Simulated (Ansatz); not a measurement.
`[NH2][Al]([NH2])[Br]` + `N[SiH2][GeH3]` → `[NH2][AlH][Br]` + `N[SiH2][GeH2][NH2]`  (redistribution)

Isolated molecules relaxed with PBE0-D4/def2-TZVP in Ansatz; ΔE leaves out vibrations. CCSD(T)/CBS adds triple-zeta CCSD(T) − MP2 to the extrapolated MP2 energy (def2 sets, frozen cores). For Br, Ge outer-core shells are correlated without core-valence functions, which leaves a few kJ/mol of doubt a bond. Scalar relativity is left out up to krypton. Each species was taken in one conformer, which may not be the lowest.

```
               species  MP2/def2-TZVPP energy (Eh)
`[NH2][Al]([NH2])[Br]`                 -2926.56378
       `N[SiH2][GeH3]`                 -2423.49314
      `[NH2][AlH][Br]`                 -2871.24533
  `N[SiH2][GeH2][NH2]`                 -2478.77598
```

(1) Work out ΔE.

Largest T1 diagnostic among the species: 0.011.

Results:

(1) ΔE = (-2871.24533) + (-2478.77598) − (-2926.56378) − (-2423.49314) = 0.03561 Eh = +93.5 kJ/mol. CCSD(T)/CBS gives +94.7 kJ/mol.

From PBE to PBE0 (25 % exact exchange), in def2-TZVPP and without D4, ΔE moves by +4.3 kJ/mol.
